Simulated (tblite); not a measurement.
Species: CH7B2OP.
Atom-mapped SMILES: `[BH2:1][PH:2][BH:3][O:4][CH3:5]` (hydrogens: H6, H7 on B1; H8 on P2; H9 on B3; H10, H11, H12 on C5)

Computed with GFN2-xTB (tblite), gas phase: Langevin dynamics at 300 K from the optimised GFN2-xTB geometry, time step 0.5 fs, friction 0.01 fs⁻¹, 2000 steps.

Start geometry:
```
atom  x, y, z in Å
B1      2.811    0.254    0.635
P2      1.491    0.553   -0.573
B3     -0.175    0.498    0.266
O4     -1.070   -0.315   -0.289
C5     -2.396   -0.481    0.148
H6      3.720   -0.429    0.364
H7      2.792    0.850    1.643
H8      1.464   -0.497   -1.462
H9     -0.406    1.169    1.208
H10    -2.605    0.120    1.037
H11    -2.556   -1.537    0.377
H12    -3.070   -0.185   -0.658
```

The statistics below take the 31 frames saved every 25 fs from 250 to 1000 fs; their kinetic temperature (all 3N coordinates) averages 299 K.

Q: How do the bond lengths spread?

A: 
| bond | start (Å) | mean (Å) | standard deviation (Å) | shortest (Å) | longest (Å) |
| --- | --- | --- | --- | --- | --- |
| B1–P2 | 1.814 | 1.816 | 0.044 | 1.742 | 1.889 |
| P2–B3 | 1.866 | 1.864 | 0.045 | 1.758 | 1.998 |
| B3–O4 | 1.330 | 1.341 | 0.021 | 1.305 | 1.390 |
| O4–C5 | 1.406 | 1.405 | 0.030 | 1.349 | 1.459 |
| B1–H6 | 1.169 | 1.168 | 0.038 | 1.097 | 1.274 |
| B1–H7 | 1.171 | 1.184 | 0.024 | 1.142 | 1.233 |
| P2–H8 | 1.376 | 1.384 | 0.042 | 1.311 | 1.482 |
| B3–H9 | 1.180 | 1.190 | 0.029 | 1.135 | 1.263 |
| C5–H10 | 1.093 | 1.098 | 0.034 | 1.024 | 1.152 |
| C5–H11 | 1.092 | 1.099 | 0.035 | 1.032 | 1.184 |
| C5–H12 | 1.092 | 1.094 | 0.027 | 1.035 | 1.166 |

Q: Give the same statistics for bond angles, one of each kind.

A: 
```
     angle  start (°)  mean (°)  standard deviation (°)  smallest (°)  largest (°)
  P2–B1–H6      120.5     120.0                     5.0         110.7        129.8
  P2–B1–H7      118.5     118.5                     4.7         108.8        129.5
  H6–B1–H7      120.6     120.0                     6.5         108.6        133.0
  B1–P2–B3      110.2     114.6                     9.4          93.2        126.4
  B1–P2–H8      108.6     110.4                     6.3         100.0        125.0
  B3–P2–H8      104.5     106.2                     7.0          92.5        121.9
  P2–B3–O4      115.5     115.6                     4.5         106.2        127.0
  P2–B3–H9      121.1     120.9                     5.6         109.5        133.4
  O4–B3–H9      123.3     123.1                     4.8         112.7        131.6
  B3–O4–C5      125.2     124.8                     4.5         118.5        134.5
 O4–C5–H10      111.6     111.5                     3.9         102.2        119.7
 O4–C5–H11      108.5     109.5                     4.2         100.0        118.3
H10–C5–H11      109.5     107.6                     4.5          95.9        116.3
```

Q: How far does each atom move about its mean position (frames aligned on the start, all atoms weighted alike), and what rms force does it feel?

A: 
| atom | rms displacement (Å) | rms force (eV/Å) |
| --- | --- | --- |
| B1 | 0.21 | 1.45 |
| P2 | 0.50 | 1.59 |
| B3 | 0.35 | 1.28 |
| O4 | 0.22 | 1.24 |
| C5 | 0.18 | 1.97 |
| H6 | 0.66 | 0.99 |
| H7 | 0.38 | 0.67 |
| H8 | 0.40 | 0.87 |
| H9 | 0.64 | 0.71 |
| H10 | 0.78 | 1.22 |
| H11 | 0.56 | 1.19 |
| H12 | 0.62 | 0.96 |

The displacements run from 0.18 to 0.78 Å, the largest at H10.

The run is classical and short, so these are rough statistics of one trajectory.

What follows is the cost of the whole dynamics run. Cost: about 24 s of CPU time on one thread; the machine was shared, so the figure is rough.
